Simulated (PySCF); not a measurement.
All values below come from B3LYP-D3(BJ)/def2-TZVP // PBE0-D4/def2-SVP run with PySCF. Isolated molecules, 0 K electronic values unless said otherwise. One relaxed conformer stands for a flexible species; it need not be the lowest. B3LYP has the VWN-RPA correlation part, as in Gaussian. Delta-SCF ions had no search for a lower state. 

Reference species (SMILES): `CC[Si](CC)(CC)CC` (neutral, multiplicity 1).

- HOMO = -7.46 eV
- vertical ionisation energy (Delta-SCF) = 9.20 eV

Changed species: `S[Si](S)(S)S` (4 of 4 C2H5 replaced by SH; the reference has 0 of 4 C2H5 replaced by SH).

Give the shifts of the HOMO and vertical ionisation energy (Delta-SCF).

the HOMO increases by 0.25 eV, to -7.21 eV; the vertical ionisation energy (Delta-SCF) falls by 0.10 eV, to 9.10 eV.
